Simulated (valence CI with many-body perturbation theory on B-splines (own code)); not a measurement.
# E1 transitions of As I

Calculated by valence CI with perturbative core correlation (CI+MBPT): five valence electrons over a frozen Dirac-Fock core [Ar] 3d10, radial functions for each j: 10 s, 10 p, 9 d, 7 f, 4 g, 2 h, with the one-electron correlation potential Σ1, the two-electron term Σ2, the three-electron term Σ3, Breit, model QED; selected CI, second order for the rest, scaled by the run's own slope (own B-spline code, finite nucleus).

Against 11 measured levels this calculation errs by 73 cm⁻¹ on average and by 115 at most. These come from a selection out of the NIST Handbook of Basic Atomic Spectroscopic Data. Levels without a partner in it may be off by more. Among the levels kept, up to 860 cm⁻¹ of a level comes from second order outside the variational space, and about a tenth of that is noise between levels of different J, which matters for small intervals.

Lines 151 to 200 of 266 in falling wavelength, among levels below 69917 cm⁻¹, chosen from the strongest by gf and those to the six lowest levels. Wavelengths and rates use the calculated energies, so an error of 70 cm⁻¹ moves a line at 313.2 nm by 0.22 % and its rate by three times that or more. Electric multipoles are in the length gauge, E1 and E2 with the static RPA response of the core. Weak lines are less certain than strong ones. Lines between different terms over intervals too small for the method are left out, as are lines whose strength nearly cancels. The highest levels of a list are the least certain.

Names give the largest LS component (configuration and term), which can be under half, so a name can repeat, a term be missing and a line seem to break the LS rules; names also repeat where a configuration has a term twice. Letters in brackets count levels of one name in rising energy.

```tsv
λ vac (nm)	λ from measured levels	Upper	Lower	A (s⁻¹)	S (a.u.)
313.2	312.0	4s2 4p2 5s 4P_1/2	4s2 4p3 2P°_3/2	6.95e+05	2.11e-02
309.0	307.6	4s2 4p2 5s 4P_1/2	4s2 4p3 2P°_1/2	3.83e+05	1.12e-02
304.6	303.4	4s2 4p2 5s 4P_3/2	4s2 4p3 2P°_3/2	9.51e+05	5.31e-02
300.6	299.2	4s2 4p2 5s 4P_3/2	4s2 4p3 2P°_1/2	2.32e+05	1.24e-02
293.1	292.0	4s2 4p2 5s 4P_5/2	4s2 4p3 2P°_3/2	4.58e+02	3.42e-05
291.1	290.0	4s2 4p2 5s 2P_1/2	4s2 4p3 2P°_3/2	8.15e+06	1.98e-01
287.4	286.1	4s2 4p2 5s 2P_1/2	4s2 4p3 2P°_1/2	4.25e+07	9.97e-01
279.3	278.1	4s2 4p2 5s 2P_3/2	4s2 4p3 2P°_3/2	5.99e+07	2.57e+00
275.9	274.6	4s2 4p2 5s 2P_3/2	4s2 4p3 2P°_1/2	1.81e+07	7.52e-01
250.0	249.4	4s2 4p2 5s 4P_1/2	4s2 4p3 2D°_3/2	1.08e+07	1.67e-01
246.5	245.7	4s2 4p2 5s 4P_3/2	4s2 4p3 2D°_5/2	6.96e+06	2.06e-01
244.5	243.8	4s2 4p2 5s 4P_3/2	4s2 4p3 2D°_3/2	1.61e+06	4.65e-02
238.9	238.2	4s2 4p2 5s 4P_5/2	4s2 4p3 2D°_5/2	3.53e+06	1.43e-01
237.8	237.1	4s2 4p2 5s 2D_5/2	4s2 4p3 2P°_3/2	2.37e+07	9.44e-01
237.7	237.0	4s2 4p2 5s 2D_3/2	4s2 4p3 2P°_3/2	3.38e+07	8.96e-01
237.1	236.4	4s2 4p2 5s 4P_5/2	4s2 4p3 2D°_3/2	1.46e+05	5.75e-03
235.7	235.1	4s2 4p2 5s 2P_1/2	4s2 4p3 2D°_3/2	2.86e+08	3.70e+00
235.3	234.5	4s2 4p2 5s 2D_3/2	4s2 4p3 2P°_1/2	1.75e+07	4.49e-01
229.7	228.9	4s2 4p2 5s 2P_3/2	4s2 4p3 2D°_5/2	2.58e+08	6.17e+00
228.3		4s2 4p2 4d 4P_5/2 [a]	4s2 4p3 2P°_3/2	6.60e+05	2.33e-02
227.9	227.2	4s2 4p2 5s 2P_3/2	4s2 4p3 2D°_3/2	1.98e+06	4.63e-02
224.4		4s2 4p2 4d 4P_3/2	4s2 4p3 2P°_3/2	4.09e+06	9.12e-02
222.2		4s2 4p2 4d 4P_3/2	4s2 4p3 2P°_1/2	9.86e+05	2.14e-02
221.8		4s2 4p2 4d 4F_3/2	4s2 4p3 2P°_3/2	6.99e+05	1.50e-02
221.3		4s2 4p2 4d 4P_1/2	4s2 4p3 2P°_3/2	1.48e+05	1.59e-03
219.9		4s2 4p2 4d 4F_5/2	4s2 4p3 2P°_3/2	1.84e+04	5.80e-04
219.6		4s2 4p2 4d 4F_3/2	4s2 4p3 2P°_1/2	2.42e+06	5.07e-02
219.2		4s2 4p2 4d 4P_1/2	4s2 4p3 2P°_1/2	1.05e+06	1.09e-02
217.8		4s2 4p2 4d 2P_3/2	4s2 4p3 2P°_3/2	5.29e+07	1.08e+00
215.7		4s2 4p2 4d 2P_3/2	4s2 4p3 2P°_1/2	2.49e+07	4.94e-01
214.4		4s2 4p2 4d 2P_1/2	4s2 4p3 2P°_3/2	1.92e+07	1.87e-01
212.4		4s2 4p2 4d 2P_1/2	4s2 4p3 2P°_1/2	4.53e+07	4.28e-01
212.3		4s2 4p2 4d 2F_5/2	4s2 4p3 2P°_3/2	7.52e+05	2.13e-02
210.1		4s2 4p2 4d 4D_3/2	4s2 4p3 2P°_3/2	6.74e+05	1.23e-02
209.5		4s2 4p2 4d 4D_1/2	4s2 4p3 2P°_3/2	6.34e+06	5.75e-02
209.0		4s2 4p2 4d 4D_5/2	4s2 4p3 2P°_3/2	6.54e+05	1.77e-02
208.2		4s2 4p2 4d 4D_3/2	4s2 4p3 2P°_1/2	4.50e+06	8.02e-02
207.8		4s2 4p2 6s 4P_1/2	4s2 4p3 2P°_3/2	6.63e+06	5.87e-02
207.6		4s2 4p2 4d 4D_1/2	4s2 4p3 2P°_1/2	1.56e+07	1.38e-01
205.9		4s2 4p2 6s 4P_1/2	4s2 4p3 2P°_1/2	1.60e+07	1.38e-01
204.0		4s2 4p2 6s 4P_3/2	4s2 4p3 2P°_3/2	5.19e+05	8.70e-03
202.4		4s2 4p2 6s 2P_1/2	4s2 4p3 2P°_3/2	8.13e+06	6.65e-02
202.3		4s2 4p2 4d 2D_3/2	4s2 4p3 2P°_3/2	5.75e+07	9.39e-01
202.2		4s2 4p2 6s 4P_3/2	4s2 4p3 2P°_1/2	3.11e+06	5.07e-02
201.8		4s2 4p2 4d 2D_5/2	4s2 4p3 2P°_3/2	9.80e+07	2.38e+00
200.8	200.4	4s2 4p2 5s 2D_5/2	4s2 4p3 2D°_5/2	2.16e+08	5.19e+00
200.8	200.3	4s2 4p2 5s 2D_3/2	4s2 4p3 2D°_5/2	3.91e+06	6.24e-02
200.6		4s2 4p2 6s 2P_1/2	4s2 4p3 2P°_1/2	2.78e+07	2.21e-01
200.5		4s2 4p2 4d 2D_3/2	4s2 4p3 2P°_1/2	1.07e+08	1.70e+00
199.5	199.1	4s2 4p2 5s 2D_5/2	4s2 4p3 2D°_3/2	2.42e+07	5.68e-01
```
